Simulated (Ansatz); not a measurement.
H5InN2 (`[NH2][InH][NH2]`), relaxed with RKS PBE0-D4/def2-TZVP in Ansatz from a GFN2-xTB geometry. The force threshold is 0.005 eV/Å; the program also tests the step.

Total charge 0; spin multiplicity 1. In takes the def2 core potential.

Start:

```xyz
8

N    -1.474   -0.141   -0.923
In   -0.064    0.655    0.323
N     1.550   -0.570    0.573
H    -1.515   -1.148   -0.787
H    -2.420    0.210   -0.803
H    -0.221    2.186    1.080
H     2.422   -0.115    0.827
H     1.722   -1.078   -0.290
```

| step | energy (eV) | largest force (eV/Å) | largest move (Å) |
| --- | --- | --- | --- |
| 1 | -8233.2500 | 0.338 | 0.000 |
| 2 | -8233.2633 | 0.910 | 0.195 |
| 3 | -8233.2967 | 0.266 | 0.025 |
| 4 | -8233.3048 | 0.141 | 0.064 |
| 5 | -8233.3093 | 0.051 | 0.052 |
| 6 | -8233.3096 | 0.006 | 0.007 |
| 7 | -8233.3096 | 0.003 | 0.001 |

End:

```xyz
8

N    -1.499   -0.135   -0.826
In   -0.067    0.686    0.336
N     1.560   -0.493    0.518
H    -1.482   -1.128   -1.002
H    -2.453    0.177   -0.738
H    -0.217    2.209    1.083
H     2.444   -0.087    0.782
H     1.714   -1.230   -0.153
```

It took 12 s on 2 threads of a server CPU on a shared host, with 0.3 GiB of host memory at the peak.
